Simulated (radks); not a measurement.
Task: Species: the thallium ion Tl12+. Configuration: [Xe] 4f14 5d1. Calculated with a radial shooting solver on a logarithmic mesh with Libxc functionals: non-relativistic Kohn-Sham, LB94 model potential, spin-polarised, spherical densities, point nucleus; open shells are filled with parallel spins first (spin-orbit coupling, left out, can overturn this in heavy ions); relativity is left out, which matters for an element this heavy. Some entries of the table are withheld. Estimate them.

orbital  occ.  eigenvalue (eV)  <1/r> (bohr^-1)
1s down     1        -77432.43            80.49
1s up       1        -77432.42            80.49
2s up       1        -13215.34            18.97
2s down     1        -13215.26            18.97
2p up       3        -12735.74            19.03
2p down     3        -12735.70            19.03
3s up       1        -3314.704            7.372
3s down     1        -3314.676            7.371
3p up       3        -3085.152            7.334
3p down     3        -3085.103            7.334
3d up       5        -2655.599            7.274
3d down     5        -2655.495            7.274
4s up       1        -901.0322            3.230
4s down     1        -900.9330            3.230
4p up       3        -800.6372            3.149
4p down     3        -800.5470            3.149
4d up       5        -615.3084            2.982
4d down     5        -615.2404            2.981
4f up       7              (1)            2.683
4f down     7              (2)            2.682
5s down     1        -319.4257              (3)
5s up       1        -319.4154              (4)
5p up       3        -283.4008            1.380
5p down     3        -283.3491            1.382
5d up       1        -221.6441            1.210
5d down     0        -221.4786            1.213

Result: 
(1) 4f up eigenvalue (eV): -364.6539
(2) 4f down eigenvalue (eV): -364.6353
(3) 5s down <1/r> (bohr^-1): 1.464
(4) 5s up <1/r> (bohr^-1): 1.462
